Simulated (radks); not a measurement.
Values are calculated unless marked as measured or tabulated.
Species: Pr53+. Configuration: [He] 2s2 2p2.

Level of theory: Dirac Kohn-Sham, PBE, spin-unpolarised, spherical densities, finite nucleus; open shells fill j = l - 1/2 first; Fermi nuclear charge, rms radius 4.8919 fm (a radial shooting solver on a logarithmic mesh with Libxc functionals).

Energy parts (hartree):
part                       energy
total                  -5303.5772
kinetic                 5907.8678
electron-nucleus      -11415.3054
Hartree                  272.2269
exchange-correlation     -68.3665

Orbitals (lengths in bohr, moments of r in powers of bohr):
| orbital | occ. | eigenvalue (hartree) | <1/r> | <r> | <r^4> | small-component weight |
|---|---|---|---|---|---|---|
| 1s1/2 | 2 | -1720.219 | 64.82 | 0.02403 | 1.618e-06 | 4.80e-02 |
| 2s1/2 | 2 | -406.4099 | 16.01 | 0.09838 | 0.0002205 | 1.14e-02 |
| 2p1/2 | 2 | -398.6446 | 15.92 | 0.08187 | 0.0001320 | 1.13e-02 |
| 2p3/2 | 0 | -378.8940 | 14.39 | 0.08759 | 0.0001632 | 1.07e-02 |

The highest occupied level is 2p1/2 at -10847.7 eV. For comparison, the ionisation energy in NIST's Atomic Spectra Database is 10959 eV (theoretical). In exact Kohn-Sham theory the highest level is minus the ionisation energy, but local and semilocal functionals leave it too shallow, through self-interaction and a potential that decays too fast; potentials with the right tail come closer. The density falls to 0.001 e/bohr^3 at r = 0.37 bohr. The electron density at the nucleus is 4.102e+05 e/bohr^3. Summed over all electrons, <r^2> = 0.04083 bohr^2, which gives a Langevin (diamagnetic) susceptibility term of -0.0323 x 10^-6 cm^3/mol.

Beside tabulated values, note that spin-unpolarised runs miss the spin-polarisation part of the exchange energy of open shells.
